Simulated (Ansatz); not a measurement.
Born–Oppenheimer molecular dynamics of H$_{6}$O$_{2}$W (9 atoms, charge 0, multiplicity 1). It goes on from the last frame of an earlier run, with new velocities.

Method: Ansatz, RKS PBE-D4/def2-SVP.

```json
{
 "ensemble": "NVT, Langevin thermostat",
 "time step": "0.5 fs",
 "steps asked": "150",
 "set temperature": "1000 K",
 "friction": "0.005 /fs",
 "seed": "960988"
}
```

First frame:

```xyz
9
Properties=species:S:1:pos:R:3
W 0.232 -0.277 0.285
O 0.151 -0.280 2.207
H -0.619 0.215 2.533
H 1.607 0.690 0.399
H 0.896 0.554 -1.175
H -1.243 0.727 0.510
O 0.409 -1.938 -0.405
H 1.060 -2.408 0.203
H -0.774 0.296 -1.042
```

Task: How far do the bonds stretch over the last three quarters of this one trajectory? (Pairs bonded in most of those frames.)

Result: 
| bond | mean (Å) | spread (Å) | shortest | longest |
| --- | --- | --- | --- | --- |
| W1–O2 | 1.975 | 0.084 | 1.84 | 2.07 |
| W1–H4 | 1.723 | 0.060 | 1.62 | 1.82 |
| W1–H5 | 1.752 | 0.074 | 1.62 | 1.88 |
| W1–H6 | 1.713 | 0.055 | 1.61 | 1.82 |
| W1–O7 | 1.884 | 0.057 | 1.81 | 1.99 |
| W1–H9 | 1.724 | 0.050 | 1.64 | 1.82 |
| O2–H3 | 0.994 | 0.026 | 0.95 | 1.04 |
| O7–H8 | 0.980 | 0.019 | 0.94 | 1.01 |

Mean temperature of the second half: 1164 K. The mean temperature of the second half is 16 % above the set value. A run of 0.075 ps of so small a system gives no equilibrium averages.

The run took 3.6 min on 2 threads of Arm Neoverse V2, on a shared host, peak memory 0.13 GiB.
